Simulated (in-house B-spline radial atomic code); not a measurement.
**Ge III (Ge2+): [Ar] 3d10 4s2**

Computed with a B-spline radial code for spherical atoms: non-relativistic SCAN, spin-polarised, spherical fractional occupations, point nucleus.

Screening seen three ways: the hydrogenic charge with the same mean radius, Z_r = [3n² - l(l+1)]/(2<r>), the one with the same energy, Z_e = n√(-2ε), and Slater's rules. Values are occupation-weighted means over spin.

```json
{"shell": "1s", "electrons": "2", "ε (eV)": "-10854", "<r> (bohr)": "0.04787", "Z_r": "31.34", "Z_e": "28.24", "Slater": "31.70"}
{"shell": "2s", "electrons": "2", "ε (eV)": "-1369.8", "<r> (bohr)": "0.2136", "Z_r": "28.09", "Z_e": "20.07", "Slater": "27.85"}
{"shell": "2p", "electrons": "6", "ε (eV)": "-1219.4", "<r> (bohr)": "0.1853", "Z_r": "26.99", "Z_e": "18.93", "Slater": "27.85"}
{"shell": "3s", "electrons": "2", "ε (eV)": "-188.17", "<r> (bohr)": "0.6336", "Z_r": "21.31", "Z_e": "11.16", "Slater": "20.75"}
{"shell": "3p", "electrons": "6", "ε (eV)": "-137.69", "<r> (bohr)": "0.6508", "Z_r": "19.21", "Z_e": "9.54", "Slater": "20.75"}
{"shell": "3d", "electrons": "10", "ε (eV)": "-50.762", "<r> (bohr)": "0.7269", "Z_r": "14.44", "Z_e": "5.79", "Slater": "10.85"}
{"shell": "4s", "electrons": "2", "ε (eV)": "-29.189", "<r> (bohr)": "1.966", "Z_r": "12.21", "Z_e": "5.86", "Slater": "6.35"}
```

The least bound orbital is 4s at -29.19 eV, and it is also the most diffuse (<r> = 1.966 bohr).
